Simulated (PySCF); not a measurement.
Molecule: `InChI=1S/C5H12Si2/c1-2-4-7-5-3-6/h2,4,7H2,1,6H3`.

Bonds (- single, = double, # triple, : aromatic): C1-C2, C2-C3, C3-Si4, Si4-C5, C5#C6, C6-Si7. C1 carries H8, H9, H10; C2 carries H11, H12; C3 carries H13, H14; Si4 carries H15, H16; Si7 carries H17, H18, H19.

Frames of a GFN2-xTB Langevin trajectory at 300 K; GIAO PBE0/pcSseg-1 shieldings in PySCF 2.14.0 with density-fitted response routines, gas phase, non-relativistic; equivalent atoms averaged within each frame.

δ = σ(ref) − σ, references computed at the same level: ¹³C (σref 186.93), ²⁹Si (σref 349.16), ¹H (σref 31.72) against TMS. The references are static minima.

Q: How do the shifts (ppm) fluctuate along the trajectory?

A: 
```
         time (fs)     C5     C6    C2    C1    C3    Si4     Si7  H15/H16  H17/H18/H19  H11/H12
               250  118.7  114.3  34.6  23.7  19.9  -66.1  -102.0     5.08         4.15     3.47
               425  128.3  117.6  18.1  23.7  17.4  -61.8  -103.7     4.36         4.13     1.28
               625  123.1  111.8  20.9  28.2  20.0  -68.7  -102.1     4.59         4.65     1.18
               800  118.3  118.2  24.8  26.8  27.0  -65.0   -95.8     3.99         4.56     2.19
              1000  124.0  120.2  24.4  22.0  15.0  -66.9  -105.0     4.08         4.46     1.93
    mean of frames  122.5  116.4  24.6  24.9  19.9  -65.7  -101.7     4.42         4.39     2.01
standard deviation    4.1    3.4   6.3   2.5   4.5    2.6     3.5     0.44         0.24     0.92
```

5 frames give an uncertainty of the mean of about the standard deviation over 2.2 at best, since frames this close in time may not be independent; classical motion lacks zero-point vibration, and the reference would need the same averaging.
